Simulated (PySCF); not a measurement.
## Correlation energy of F²⁺ (fluorine, charge +2)

[He] 2s2 2p3, high-spin 4S determinant. Computed with PySCF 2.14 in aug-cc-pVDZ (4s3p2d, 23 functions), with no relativity, point nucleus. Frozen: 1s2; 5 electrons correlated.

MP2 pair energies summed by pair of shells (mhartree):

```csv
pair,energy,share (%)
2s-2p,-47.76,67.8
2p-2p,-15.60,22.2
2s-2s,-7.05,10.0
```

Total MP2 correlation energy: -70.41 mhartree.

Same-spin part -17.94 and opposite-spin part -52.48 mhartree; SCS-MP2 scales them by 1/3 and 6/5 to -68.95 mhartree.

| level | correlation energy (mhartree) |
| --- | --- |
| CCSD | -84.90 |
| (T) | -0.51 |
| CCSD(T) | -85.41 |

Diagnostics: T1 = 0.0031, D1 = 0.0044, largest double amplitude 0.027.

Cost of the coupled-cluster step: 0.14 s of wall time on 1 thread of Neoverse-V1 (shared host), for 5 correlated electrons.
